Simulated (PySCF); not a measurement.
**[VO3(OH)]2-: 4 charge schemes on one density**

Compound: [VO3(OH)]2- (charge -2 and singlet state).
Z-matrix (Å and degrees, PBE0-D3(BJ)/def2-SVP geometry), rows numbered from 1:
```
V 
O   1  1.6506
O   1  1.6538  2  112.12
O   1  1.6548  2  112.32  3  -125.09
O   1  1.9441  2  108.11  3   117.60
H   5  0.9647  1   98.14  2   177.58
```

Density: PBE0/pcSseg-1 (pcSseg-2 on V) (PySCF); schemes: Mulliken, IAO, Hirshfeld and ESP-fitted. Whether so highly charged an anion holds all its electrons in the gas phase wasn't checked; a finite basis holds them in any case. The ion is multiply charged and computed without counter-ions or solvent. The pcSseg-1 basis has no diffuse functions, a weakness for an anion. The HOMO energy is positive at this level (+4.13 eV), so the outermost electrons may be held by the finite basis alone.

Problem. At which atom do the 4 schemes differ most?

Solution. At V1: from +0.232 (Hirshfeld) to +1.398 e (IAO), 1.166 e apart.

Problem. Do the Mulliken, IAO, Hirshfeld and ESP-fitted schemes agree on where the charge is lowest?

Solution. The schemes don't all agree: Mulliken O5 (-0.692); IAO O5 (-0.946); Hirshfeld O3 and O4 (-0.608); ESP-fitted O5 (-0.878).

Problem. For which atoms does the sign change between the 4 schemes (beyond +0.03 e in one, beyond −0.03 e in another)?

Solution. For none.

Problem. Tabulate the Mulliken, IAO, Hirshfeld and ESP-fitted charges.

Solution. In e:

```tsv
atom	environment	Mulliken	IAO	Hirshfeld	ESP-fitted
V1	vanadium bonded to 4 O	+0.578	+1.398	+0.232	+1.159
O2	oxygen bonded to V	-0.681	-0.901	-0.598	-0.835
O3	oxygen bonded to V	-0.685	-0.915	-0.608	-0.874
O4	oxygen bonded to V	-0.686	-0.917	-0.608	-0.876
O5	oxygen bonded to V and H	-0.692	-0.946	-0.488	-0.878
H6	hydrogen on O5	+0.167	+0.281	+0.071	+0.305
```

Mean size of the charges over all atoms: IAO 0.893 e, ESP-fitted 0.821 e, Mulliken 0.581 e, Hirshfeld 0.434 e. Each set sums to the total charge, -2, to within 0.001 e. The IAO scheme counts the electrons in orthogonalised intrinsic atomic orbitals, a minimal basis polarised so that it spans the occupied orbitals exactly.

Problem. How many electrons does the ESP-fitted scheme count on O5?

Solution. Z − q = 8 − (-0.878) = 8.878.

Problem. Sum the charges by element, for elements with more than one atom.

Solution. 
| element | atoms | Mulliken | IAO | Hirshfeld | ESP-fitted |
| --- | --- | --- | --- | --- | --- |
| O | 4 | -2.744 | -3.680 | -2.303 | -3.464 |
